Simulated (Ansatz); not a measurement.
Reaction (germylene loss): `BO[SiH2][GeH3]` → `BO[SiH3]` + `[GeH2]`

Calculated with Ansatz (gas phase, PBE0-D4/def2-TZVP geometries, no zero-point term in ΔE). CCSD(T)/CBS is the MP2 limit (def2-TZVPP, def2-QZVPP) plus CCSD(T) − MP2 in def2-TZVPP, frozen cores. DFT in def2-TZVPP. B3LYP here is the variant with VWN-RPA as its local correlation; programs differ in this. For Ge outer-core shells are correlated without core-valence functions, which leaves a few kJ/mol of doubt a bond. Scalar relativity is left out up to krypton. One conformer a species, not always the lowest.

Is it downhill or uphill in electronic energy at CCSD(T)/CBS, and by how much? (Best estimate.)

Computed: Uphill: ΔE = +43.7 kcal/mol.

What do these levels give: r2SCAN-D4, B3LYP-D4, ωB97M-V, B2PLYP, PBE, PBE0, B3LYP, SCS-MP2/def2-TZVPP, CCSD(T)/def2-TZVPP, MP2/def2-QZVPP, MP2/CBS(def2), CCSD/CBS(def2)? (Best estimate.)

Computed: r2SCAN-D4 47.7, B3LYP-D4 40.0, ωB97M-V 41.3, B2PLYP 40.5, PBE 43.3, PBE0 45.0, B3LYP 36.7, SCS-MP2/def2-TZVPP 42.9, CCSD(T)/def2-TZVPP 44.2, MP2/def2-QZVPP 46.6, MP2/CBS(def2) 46.5, CCSD/CBS(def2) 42.2 kcal/mol.

Largest T1 diagnostic among the species: 0.013.

From PBE to PBE0 (25 % exact exchange), in def2-TZVPP and without D4, ΔE moves by +1.7 kcal/mol. In def2-TZVPP, CCSD(T) changes the Hartree–Fock value by +10.4 kcal/mol (the triples alone add +1.5 kcal/mol) and MP2 by +13.2 kcal/mol.
